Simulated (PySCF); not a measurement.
A calculated (B2PLYP, PySCF 2.14, x2c-QZVPPall, the spin-free X2C one-electron Hamiltonian (Gaussian nucleus)) atom or ion has these occupied shells.

```
shell  electrons  orbital energy (eV)  rms radius, mean of both spins (bohr)
 1s α          1             -33160.9                                 0.0311
 1s β          1             -33160.7                                 0.0311
 2s α          1              -5193.8                                  0.127
 2s β          1              -5193.8                                  0.127
 2p α          3              -4663.9                                  0.113
 2p β          3              -4663.7                                  0.113
 3s α          1              -1087.4                                  0.335
 3s β          1              -1087.2                                  0.335
 3p α          3              -912.96                                  0.335
 3p β          3              -912.69                                  0.335
 3d α          5              -650.16                                  0.313
 3d β          5              -650.02                                  0.313
 4s α          1              -217.20                                  0.787
 4s β          1              -216.70                                  0.787
 4p α          3              -161.02                                  0.845
 4p β          3              -160.47                                  0.845
 4d α          5              -77.309                                  0.991
 4d β          5              -76.830                                  0.991
 5s α          1              -41.408                                   2.01
 5s β          1              -36.447                                   2.01
 5p α          3              -28.020                                   2.33
```

(1) Name the element and its charge.

Answers

(1) I²⁺ (iodine, charge +2), in [Kr] 4d10 5s2 5p3, high-spin 4S determinant.
